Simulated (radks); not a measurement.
The numbers below are computed, except where a source is named.
Polarisability of neutral molybdenum, [Kr] 4d5 5s1, at imaginary frequency. Code: a radial shooting solver on a logarithmic mesh with Libxc functionals. Model: non-relativistic Kohn-Sham, LDA (Slater exchange, Perdew-Wang correlation), spin-unpolarised, spherical densities, point nucleus; relativity is left out, which matters for an element this heavy. Response by self-consistent Sternheimer equations with the Hartree and adiabatic LDA kernel.

w (hartree)  alpha1(iw) (bohr^3)
0.00266                    85.76
0.0143                     84.89
0.0360                     80.39
0.0697                     69.10
0.118                      52.39
0.186                      36.19
0.280                      24.09
0.413                      15.88
0.605                      10.34
0.892                      6.530
1.35                       3.867
2.12                       2.037
3.59                      0.8917
6.94                      0.3034
17.5                     0.06968

Static values: alpha1 = 85.79 bohr^3 (12.71 angstrom^3; uncoupled 152.3). C6 = 916.0, triple-dipole C9 = 53970 atomic units. One-pole (London) frequency 4 C6 / (3 alpha1^2) = 0.166 hartree, against 0.148 for minus the highest occupied eigenvalue. The dipole shielding factor is 1.000, as the force sum rule N/Z = 1.000 demands. Recommended static value: 87 bohr^3 (Schwerdtfeger and Nagle, 2023 table).

Beside tabulated values, note that spin-unpolarised runs miss the spin-polarisation part of the exchange energy of open shells.
